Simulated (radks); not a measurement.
Species: Br II. Configuration: [Ar] 3d10 4s2 4p4. Method: Dirac Kohn-Sham, PBEsol, spin-unpolarised, spherical densities, finite nucleus; open shells fill j = l - 1/2 first; Fermi nuclear charge, rms radius 4.1629 fm; computed with a radial shooting solver on a logarithmic mesh with Libxc functionals.

Radial electron density D(r) = 4 pi r^2 rho(r):

```
   r/bohr * D(r) (the largest magnitude, 51.5, reaches the edge; | marks zero)
  0.00246 | *
 0.003204 |   *
 0.004205 |     *
 0.005475 |        *
 0.007187 |             *
 0.009358 |                   *
  0.01228 |                          *
  0.01599 |                                  *
  0.02099 |                                         *
  0.02734 |                                             *
  0.03588 |                                             *
  0.04672 |                                        *
  0.06084 |                                     *
  0.07986 |                                        *
    0.104 |                                                 *
   0.1365 |                                                      *
   0.1777 |                                               *
   0.2333 |                                 *
   0.3038 |                             *
   0.3987 |                                   *
   0.5192 |                                  *
   0.6815 |                      *
   0.8874 |          *
    1.165 |     *
    1.517 |    *
    1.975 |  *
    2.592 | *
    3.375 *
     4.43 *
    5.769 *
```

D(r) has 3 maxima, at r = 0.0301, 0.134, 0.450 bohr, and minima at 0.0623, 0.285 bohr, inside which lie 2.08, 11.01 electrons.
